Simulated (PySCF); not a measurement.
C6H10OSi.
Structure used (GFN2-xTB), in Å, numbered top down from 1:
```
atom  x, y, z in Å
C1     3.9457    0.6630   -0.4493
C2     2.6245    0.1777   -0.1192
C3     1.5217   -0.2229    0.1560
Si4   -0.1507   -0.8684    0.5940
C5    -1.3826    0.5429    0.9625
C6    -2.6048    0.0880    0.1669
C7    -2.0795   -0.6363   -1.0739
O8    -0.9680   -1.4196   -0.7175
H9     4.2340    1.4567    0.2400
H10    3.9570    1.0543   -1.4665
H11    4.6678   -0.1499   -0.3748
H12   -0.0941   -1.9475    1.5758
H13   -1.0124    1.4928    0.5756
H14   -1.6273    0.6943    2.0103
H15   -3.2596    0.9130   -0.1163
H16   -3.1814   -0.6214    0.7639
H17   -1.7674    0.0886   -1.8352
H18   -2.8317   -1.2991   -1.5106
```

Computed, not measured: CAM-B3LYP/def2-SVPD in PySCF (dipole) on a GFN2-xTB geometry, gas phase.

Masses are those of the commonest isotopes; rigid-rotor values at the optimised geometry. The values belong to one conformer with, in the numbering `[CH3:1][C:2]#[C:3][Si@H:4]1[CH2:5][CH2:6][CH2:7][O:8]1`, C3–Si4–C5–C6 134°, Si4–C5–C6–C7 -33°, C5–C6–C7–O8 40°, C6–C7–O8–Si4 -26°.

Question: What are A, B and C (MHz)?

Answer: Ia = 120.24, Ib = 618.24, Ic = 645.42 u·Å²; 505379 MHz·u·Å²/I gives A = 4203, B = 817.4, C = 783.0 MHz.

Question: Classify the top.

Answer: A near-prolate asymmetric top; Ray's κ = -0.980.

Question: Is it planar, by Δ = Ic − Ia − Ib?

Answer: Not planar: Δ = Ic − Ia − Ib = -93.06 u·Å². For a rigid frame Δ = −2 Σ m c², so Σ m c² = 46.53 u·Å² lies off the ab plane: 14.53 from hydrogen and 32.01 from heavier atoms. The atom farthest from that plane is 2.24 Å away.

Question: Which types of transition are allowed, and where do some lines up to J = 4 fall?

Answer: The dipole components are |μa| = 0.82 D, |μb| = 1.32 D, |μc| = 1.04 D. The squared components, which scale the intensities, stand as 0.38 : 1.00 : 0.61 (a : b : c). Some lines, for components of 0.1 D or more:

```csv
type,branch,"J(Ka,Kc)",MHz,lower level (cm⁻¹)
a,R,"1(0,1) ← 0(0,0)",1600,0.000
a,R,"2(1,2) ← 1(1,1)",3167,0.166
a,R,"2(1,1) ← 1(1,0)",3235,0.167
c,Q,"3(1,3) ← 3(0,3)",3301,0.320
c,Q,"1(1,1) ← 1(0,1)",3386,0.053
b,Q,"1(1,0) ← 1(0,1)",3420,0.053
b,Q,"4(1,3) ← 4(0,4)",3578,0.534
a,R,"3(0,3) ← 2(0,2)",4800,0.160
a,R,"3(1,2) ← 2(1,1)",4853,0.275
b,R,"1(1,1) ← 0(0,0)",4986,0.000
a,R,"4(1,4) ← 3(1,3)",6333,0.430
a,R,"4(2,3) ← 3(2,2)",6402,0.774
a,R,"4(3,1) ← 3(3,0)",6402,1.342
b,R,"2(1,2) ← 1(0,1)",6552,0.053
b,R,"3(1,3) ← 2(0,2)",8101,0.160
b,Q,"2(2,1) ← 2(1,2)",10261,0.272
b,Q,"3(2,2) ← 3(1,3)",10312,0.430
b,R,"3(2,2) ← 2(1,1)",14959,0.275
c,R,"3(2,2) ← 2(1,2)",15062,0.272
b,R,"4(2,2) ← 3(1,3)",16718,0.430
c,Q,"3(3,1) ← 3(2,1)",17014,0.774
b,Q,"3(3,0) ← 3(2,1)",17014,0.774
b,R,"3(3,1) ← 2(2,0)",21816,0.614
c,R,"3(3,1) ← 2(2,1)",21817,0.614
b,R,"4(3,2) ← 3(2,1)",23416,0.774
b,Q,"4(4,0) ← 4(3,1)",23821,1.555
c,R,"4(4,0) ← 3(3,0)",30223,1.342
b,R,"4(4,0) ← 3(3,1)",30223,1.342
```

Question: Estimate the classical rotational partition function at 10 K, 25 K and 298.15 K.

Answer: Point group C1, symmetry number σ = 1; q = (√π/σ)·√((kT/h)³/(ABC)), k/h = 20836.6 MHz/K: 3250 at 10 K, 12800 at 25 K, 529000 at 298.15 K.

Stationary, but not proved a minimum. No vibrational averaging or centrifugal distortion is included, and the geometry carries the error of its method. A rigid rotor knows nothing of internal rotation, which can split or shift real lines.

On one thread of an Arm Neoverse N1, shared host with 64 logical CPUs at a one-minute load of 25, this took 99 s and 1.2 GiB of memory at its peak. This is the CAM-B3LYP/def2-SVPD job that gave the dipole, with the excitations it also computed.
